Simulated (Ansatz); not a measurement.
Geometry optimisation, DFT PBEsol, scalar-relativistic, plane waves, PAW (Ansatz 0.2.0).

Input file:

```yaml
accuracy: low
crystal:
  lattice:
    - [7.41686, 0.0, 0.0]
    - [0.0, 7.41686, 0.0]
    - [0.0, 0.0, 7.41686]
  atoms:
    - { symbol: Cl, position: [1.0447328, 0.229807, 0.1299115] }
    - { symbol: H, position: [0.9549348, 0.3764627, 0.1444433] }
    - { symbol: Cl, position: [0.5052343, 0.7078585, 0.7229104] }
    - { symbol: H, position: [0.5479973, 0.6131642, 0.5851169] }
    - { symbol: Cl, position: [0.1259089, 0.7558959, 0.3437971] }
    - { symbol: H, position: [0.1012507, 0.7464581, 0.1732519] }
    - { symbol: Cl, position: [0.9220893, 0.753708, 0.899288] }
    - { symbol: H, position: [0.7656314, 0.7002683, 0.9487642] }
    - { symbol: Cl, position: [0.4342292, 0.327728, 0.0327869] }
    - { symbol: H, position: [0.3946554, 0.2333858, 0.1717697] }
    - { symbol: Cl, position: [0.2076204, 0.4150433, 0.6333566] }
    - { symbol: H, position: [0.3648529, 0.4370816, 0.5657178] }
    - { symbol: Cl, position: [0.7126077, 0.1906536, 0.5217678] }
    - { symbol: H, position: [0.7364389, 0.3535745, 0.5734557] }
    - { symbol: Cl, position: [0.7087181, 0.9910746, 0.1601468] }
    - { symbol: H, position: [0.8682765, 0.9407598, 0.2024822] }
basis:
  ecutwfc: 420.0
kpoints:
  mp_grid: { grid: [1, 1, 1] }
hamiltonian:
  xc: pbesol
scf:
  occupations: { method: fermi_dirac, width: 0.05 }
  lower_state_search: "off"
relax:
  f_tol: 0.3
  max_steps: 15
  adjacent_minimum: "off"
```

Run as:

```bash
$ ansatz run input.yaml --threads 1 --pin off --max-ram 3072MiB --backend cpu --events-out ev --progress --plain --runs-dir out
```

Where does it end, and by what steps?

It converged. The threshold is loose, so the end isn't yet a minimum. The force dipped under the threshold on the way, but the program's further checks kept it going. Limits of this set-up: coarse k mesh, low accuracy level. After 13 steps the energy has fallen by 1.647 eV; H4 moved furthest, 1.38 Å.

| step | energy less start (eV) | largest force component (eV/Å) | accepted |
| --- | --- | --- | --- |
| 0 | 0.0000 | 1.206 | yes |
| 1 | -0.4914 | 0.393 | yes |
| 2 | -0.7571 | 1.155 | yes |
| 3 | -0.9875 | 0.775 | yes |
| 4 | -1.1843 | 0.627 | yes |
| 5 | -1.3461 | 0.772 | yes |
| 6 | -1.4661 | 0.381 | yes |
| 7 | -1.5291 | 0.249 | yes |
| 8 | -1.5678 | 0.747 | yes |
| 9 | -1.6130 | 0.120 | yes |
| 10 | -1.6130 | 0.121 | yes |
| 11 | -1.6196 | 0.798 | yes |
| 12 | -1.6129 | 0.948 | no |
| 13 | -1.6468 | 0.127 | yes |

```xyz
16
Lattice="7.4169 0.0000 0.0000 0.0000 7.4169 0.0000 0.0000 0.0000 7.4169" Properties=species:S:1:pos:R:3
Cl 7.655 1.437 1.248
H 7.126 2.525 0.718
Cl 3.778 5.442 5.006
H 4.198 5.822 3.839
Cl 1.412 5.780 2.339
H 0.985 5.267 1.214
Cl 6.968 4.461 7.047
H 6.103 5.254 7.699
Cl 3.618 3.022 0.292
H 2.598 2.280 0.609
Cl 1.369 2.442 5.032
H 2.625 2.555 4.685
Cl 4.778 1.869 3.734
H 5.446 2.686 4.492
Cl 5.011 6.675 1.269
H 6.014 7.552 1.278
```

The run took 23 s on 1 thread of Arm Neoverse V1, on a shared host, peak memory 0.37 GiB.
